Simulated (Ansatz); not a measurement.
`C=NB(C)F` and `C=NB(F)Br` differ in one atom or group.

Ansatz, PBE0-D4/def2-TZVP geometries, multiplicity 1. Each molecule was computed in one conformer, which needn't be the lowest.

Scalar relativity is left out up to krypton. Spin–orbit coupling is left out; it splits and shifts lone-pair levels of the heavy atoms by tenths of an eV.

| property | `C=NB(C)F` |
| --- | --- |
| LUMO energy (PBE/def2-TZVPP) / eV | -2.19 |
| HOMO energy (PBE0/def2-TZVPP) / eV | -7.53 |
| size of the dipole moment (ωB97M-V/def2-TZVPP) / D | 2.50 |
| zero-point energy (PBE0-D4/def2-TZVP) / kJ/mol | 195.3 |
| HOMO–LUMO gap (PBE0/def2-TZVPP) / eV | 6.48 |
| ideal-gas entropy at 298 K and 1 bar (rigid rotor, harmonic PBE0-D4/def2-TZVP) / J/(mol·K) | 328 |

**Question.** Give the same properties after the change, and the shifts. (Best estimate.)

**Answer.** Ansatz gave: 
```json
{"property": "LUMO energy (PBE/def2-TZVPP) / eV", "`C=NB(F)Br`": "-2.77", "shift": "-0.58"}
{"property": "HOMO energy (PBE0/def2-TZVPP) / eV", "`C=NB(F)Br`": "-7.86", "shift": "-0.33"}
{"property": "size of the dipole moment (ωB97M-V/def2-TZVPP) / D", "`C=NB(F)Br`": "3.32", "shift": "0.82"}
{"property": "zero-point energy (PBE0-D4/def2-TZVP) / kJ/mol", "`C=NB(F)Br`": "101.2", "shift": "-94.1"}
{"property": "HOMO–LUMO gap (PBE0/def2-TZVPP) / eV", "`C=NB(F)Br`": "6.18", "shift": "-0.30"}
{"property": "ideal-gas entropy at 298 K and 1 bar (rigid rotor, harmonic PBE0-D4/def2-TZVP) / J/(mol·K)", "`C=NB(F)Br`": "331", "shift": "3"}
```

With PBE0 the HOMO falls by 0.33 eV and the LUMO falls by 0.62 eV, so the gap narrows by about 0.29 eV. PBE moves the HOMO by -0.36 eV and ωB97M-V by -0.25 eV. The zero-point energy changes by -94.1 kJ/mol with -9 modes. Dipoles are sizes alone; their direction can turn.
